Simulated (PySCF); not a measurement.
Level of theory: PySCF 2.14.0 with PBE-D3(BJ)/def2-TZVP // r2SCAN-D4/def2-TZVP. Isolated molecules, 0 K electronic values unless said otherwise. 

Reference species (SMILES): `Br[SiH2]Br` (neutral, multiplicity 1).

The HOMO–LUMO gap comes out as 5.80 eV and the LUMO is -1.54 eV. The HOMO is -7.34 eV.

Changed species: `Br[SiH](Br)Br` (1 of 4 Br replaced by H; the reference has 2 of 4 Br replaced by H).

Question: Give the shifts of the HOMO–LUMO gap, LUMO and HOMO.

Answer: the HOMO–LUMO gap falls by 0.49 eV, to 5.31 eV; the LUMO decreases by 0.46 eV, to -2.00 eV; the HOMO rises by 0.03 eV, to -7.31 eV.
